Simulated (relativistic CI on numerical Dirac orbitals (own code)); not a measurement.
# Bi: calculation against measurement

Method of calculation: Dirac-Coulomb-Breit CI, separate exchange-only KLI orbitals for each configuration, model QED, valence Slater integrals scaled by 0.85, P86 correlation energy added to each configuration (own radial code, finite nucleus).

CI space (outside the closed core [Xe] 4f14 5d10): 6s2.6p3, 6s2.6p2.7s, 6s2.6p2.7p, 6s2.6p2.6d, 6s2.6p2.8s, 6s2.6p2.7d, 6s.6p4, 6s2.6p2.8p, 6s2.6p2.5f, 6s2.6p.6d2, 6s2.6p2.8d, 6s2.6p2.6f, 6s2.6p2.5g, 6s2.6p2.7f, 6s2.6p2.8f. Levels of other configurations are missing.

```tsv
Configuration	Term (tabulated)	J	Measured (cm⁻¹)	Computed	Error	Purity (%)
6s2.6p3	4S°	3/2	0.0	0	0	62
6s2.6p3	2D°	3/2	11419.0	11992	573	62
6s2.6p3	2D°	5/2	15437.5	16511	1073	100
6s2.6p3	2P°	1/2	21660.9	22585	924	99
6s2.6p2.7s	2[0]	1/2	32588.2	33430	842	62
6s2.6p3	2P°	3/2	33164.8	34740	1576	64
6s2.6p2.7s	2[1]	3/2	44865.1	45678	813	89
6s2.6p2.7s	2[1]	1/2	45915.9	46898	982	57
6s2.6p2.8s	2[0]	1/2	47373.5	48402	1028	49
6s2.6p2.7s	2[2]	5/2	48489.9	49844	1355	55
6s2.6p2.7s	2[2]	3/2	49460.9	50913	1452	36
6s2.6p2.7d	2[2]	3/2	51019.1	52199	1180	33
6s2.6p2.7d	2[2]	5/2	51158.5	52174	1016	22
```

Measured levels from NIST Handbook of Basic Atomic Spectroscopic Data (Sansonetti and Martin, J. Phys. Chem. Ref. Data 34, 1559 (2005)); pairs were made by configuration, J and term (by order where the table uses no LS term), so strongly mixed levels may be paired wrongly.

Mean error by configuration (cm⁻¹): 6s2.6p3 1036; 6s2.6p2.7s 1089; 6s2.6p2.8s 1028; 6s2.6p2.7d 1098. Over the excited levels the mean absolute error is 1068 cm⁻¹ (12 of the 16 excited levels that our extract of the source holds in range could be paired, and the others can miss by more), and the median relative error of those above 1,000 cm⁻¹ is 2.7 %.

Transition probabilities of persistent lines. The last column rescales the computed rate by the cube of measured over computed energy:

| λ measured (Å) | Lower | Upper | A tabulated (s⁻¹) | A computed | A rescaled |
| --- | --- | --- | --- | --- | --- |
| 1954.71 vacuum | 6s2.6p3 4S°_3/2 | 6s2.6p2.7d 2[2]_5/2 | 5.86e+07 | 1.04e+08 | 9.81e+07 |
| 1960.05 vacuum | 6s2.6p3 4S°_3/2 | 6s2.6p2.7d 2[2]_3/2 | 1.54e+07 | 3.41e+07 | 3.18e+07 |
| 2021.15 air | 6s2.6p3 4S°_3/2 | 6s2.6p2.7s 2[2]_3/2 | 6.00e+06 | 1.89e+06 | 1.74e+06 |
| 2061.63 air | 6s2.6p3 4S°_3/2 | 6s2.6p2.7s 2[2]_5/2 | 9.60e+07 | 1.59e+08 | 1.47e+08 |
| 2110.22 air | 6s2.6p3 4S°_3/2 | 6s2.6p2.8s 2[0]_1/2 | 5.30e+07 | 9.95e+07 | 9.33e+07 |
| 2228.20 air | 6s2.6p3 4S°_3/2 | 6s2.6p2.7s 2[1]_3/2 | 8.80e+07 | 1.56e+08 | 1.48e+08 |
| 2897.97 air | 6s2.6p3 2D°_3/2 | 6s2.6p2.7s 2[1]_1/2 | 1.53e+08 | 2.11e+08 | 2.04e+08 |
| 2938.30 air | 6s2.6p3 2D°_5/2 | 6s2.6p2.7s 2[2]_3/2 | 1.23e+08 | 1.37e+08 | 1.33e+08 |
| 2989.02 air | 6s2.6p3 2D°_3/2 | 6s2.6p2.7s 2[1]_3/2 | 5.40e+07 | 4.88e+07 | 4.78e+07 |
| 3024.62 air | 6s2.6p3 2D°_5/2 | 6s2.6p2.7s 2[2]_5/2 | 8.60e+07 | 8.53e+07 | 8.31e+07 |
| 3067.70 air | 6s2.6p3 4S°_3/2 | 6s2.6p2.7s 2[0]_1/2 | 1.67e+08 | 2.18e+08 | 2.02e+08 |
| 4722.53 air | 6s2.6p3 2D°_3/2 | 6s2.6p2.7s 2[0]_1/2 | 9.40e+06 | 9.62e+06 | 9.27e+06 |
